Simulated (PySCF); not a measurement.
CH2Cl (SMILES [CH2-]Cl), charge -1, singlet, geometry from GFN2-xTB; PySCF with WB97X/6-311G**.

PySCF was given this input:
```python
from pyscf import gto, scf, dft

mol = gto.M(
    atom='''
C     0.003763    0.162179   -1.249589
Cl   -0.001562    0.000183    0.619069
H     0.884064   -0.491403   -1.511094
H    -0.880087   -0.484781   -1.515547
''',
    basis='6-311g**',
    charge=-1,
    spin=0,
    verbose=4,
)

mf = dft.RKS(mol)
mf.xc = 'wb97x'
mf.kernel()
```

Output, abridged:

```
PySCF version 2.14.0

[INPUT] verbose = 4
[INPUT] num. atoms = 4
[INPUT] num. electrons = 26
[INPUT] charge = -1
[INPUT] spin (= nelec alpha-beta = 2S) = 0
[INPUT] symmetry False subgroup None
[INPUT] Mole.unit = angstrom
[INPUT] Symbol           X                Y                Z      unit          X                Y                Z       unit  Magmom
[INPUT]  1 C      0.003763000000   0.162179000000  -1.249589000000 AA    0.007111039407   0.306473893156  -2.361380978269 Bohr   0.0
[INPUT]  2 Cl    -0.001562000000   0.000183000000   0.619069000000 AA   -0.002951752207   0.000345819881   1.169870862208 Bohr   0.0
[INPUT]  3 H      0.884064000000  -0.491403000000  -1.511094000000 AA    1.670638836587  -0.928617086790  -2.855553808474 Bohr   0.0
[INPUT]  4 H     -0.880087000000  -0.484781000000  -1.515547000000 AA   -1.663123395790  -0.916103320393  -2.863968758906 Bohr   0.0

nuclear repulsion = 42.3384667314705
number of shells = 28
number of NR pGTOs = 95
number of NR cGTOs = 56
basis = 6-311g**
ecp = {}

******** <class 'pyscf.dft.rks.RKS'> ********
method = RKS
initial guess = minao
damping factor = 0
level_shift factor = 0
DIIS = <class 'pyscf.scf.diis.CDIIS'>
diis_start_cycle = 1
diis_space = 8
diis_damp = 0
SCF conv_tol = 1e-09
SCF conv_tol_grad = None
SCF max_cycles = 50
direct_scf = True
direct_scf_tol = 1e-13
XC library pyscf.dft.libxc version 7.1.2
    S. Lehtola, C. Steigemann, M. J. T. Oliveira, and M. A. L. Marques,  SoftwareX 7, 1–5 (2018)
XC functionals = wb97x
    J.-D. Chai and M. Head-Gordon,  J. Chem. Phys. 128, 084106 (2008)
radial grids:
    Treutler-Ahlrichs [JCP 102, 346 (1995); DOI:10.1063/1.469408] (M4) radial grids

becke partition: Becke, JCP 88, 2547 (1988); DOI:10.1063/1.454033
pruning grids: <function nwchem_prune>
grids dens level: 3
symmetrized grids: False
atomic radii adjust function: <function treutler_atomic_radii_adjust>
small_rho_cutoff = 0
Set gradient conv threshold to 3.16228e-05
Initial guess from minao.
tot grids = 52616
init E= -499.239845599664
  HOMO = -0.207696540715988  LUMO = 0.0122361090309529  gap/eV = 5.98467
cycle= 1 E= -499.425411403563  delta_E= -0.186  |g|= 0.307  |ddm|= 1.46
  HOMO = 0.0184102731153398  LUMO = 0.344305535204793  gap/eV = 8.86806
cycle= 2 E= -499.450196974453  delta_E= -0.0248  |g|= 0.186  |ddm|= 0.639
  HOMO = -0.0376943751467924  LUMO = 0.323950601962196  gap/eV = 9.84086
cycle= 3 E= -499.457555654035  delta_E= -0.00736  |g|= 0.0228  |ddm|= 0.185
  HOMO = -0.0379927238777404  LUMO = 0.324217424913215  gap/eV = 9.85624
cycle= 4 E= -499.457728926615  delta_E= -0.000173  |g|= 0.00916  |ddm|= 0.048
  HOMO = -0.0408355551724867  LUMO = 0.322548956062107  gap/eV = 9.88820
cycle= 5 E= -499.4577700721  delta_E= -4.11e-05  |g|= 0.00436  |ddm|= 0.0258
  HOMO = -0.0405219675151451  LUMO = 0.322496182286896  gap/eV = 9.87823
cycle= 6 E= -499.457782438002  delta_E= -1.24e-05  |g|= 0.00136  |ddm|= 0.0152
  HOMO = -0.0405309807338633  LUMO = 0.322551484496574  gap/eV = 9.87998
cycle= 7 E= -499.457785910871  delta_E= -3.47e-06  |g|= 0.000631  |ddm|= 0.0106
  HOMO = -0.0404624485211595  LUMO = 0.322595140583839  gap/eV = 9.87930
cycle= 8 E= -499.457786729006  delta_E= -8.18e-07  |g|= 0.000113  |ddm|= 0.00695
  HOMO = -0.0404657706782132  LUMO = 0.322599302182761  gap/eV = 9.87950
cycle= 9 E= -499.457786753041  delta_E= -2.4e-08  |g|= 2.26e-05  |ddm|= 0.00113
  HOMO = -0.0404650499456346  LUMO = 0.322600588502807  gap/eV = 9.87952
cycle= 10 E= -499.45778675369  delta_E= -6.49e-10  |g|= 4.8e-06  |ddm|= 0.000154
  HOMO = -0.0404652581834914  LUMO = 0.322600572512813  gap/eV = 9.87952
Extra cycle  E= -499.457786753708  delta_E= -1.8e-11  |g|= 1.71e-06  |ddm|= 1.22e-05
converged SCF energy = -499.457786753708
```
